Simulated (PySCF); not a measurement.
Al(F)(GeH3)(OH) (AlFGeH4O), SMILES [GeH3][Al]([OH])[F]. Atoms are numbered in the order given.

```xyz
8

Al     0.2782     0.6310    -0.8214
F      1.8289     0.6087    -1.4374
Ge    -0.3461    -0.8106     1.0501
H     -0.1186    -2.2954     0.7054
H      0.5037    -0.4972     2.2971
H     -1.8276    -0.6293     1.4252
O     -0.8566     1.6756    -1.5204
H     -0.7069     2.2758    -2.2534
```

The structure is a stationary point at PBE0-D3(BJ)/def2-SVP. The structure was generated by enumeration; whether it is a known compound was not checked. One conformer was computed; it need not be the lowest.

Two levels are set side by side: PBE/pcSseg-1 (PySCF) and PBE0/pcSseg-1 (PySCF). GIAO shifts against CFCl3 (¹⁹F), GeH4 (⁷³Ge), H2O (¹⁷O), TMS (¹H) at the same level; non-relativistic, no solvent, atoms listed together averaged. Differences are taken from unrounded values.

```csv
quantity,PBE0,PBE,PBE minus PBE0
δ(¹⁹F) of F2 (ppm),-138.4,-145.4,-7.0
δ(⁷³Ge) of Ge3 (ppm),-98.2,-99.1,-1.0
"δ(¹H) of H4, H5, H6 (ppm)",3.50,3.51,0.01
δ(¹⁷O) of O7 (ppm),56.8,68.9,12.2
δ(¹H) of H8 (ppm),2.63,2.75,0.12
```

Rough cost on one machine, each run with all the roots and properties that it gave: PBE0 against PBE within a factor of 2.
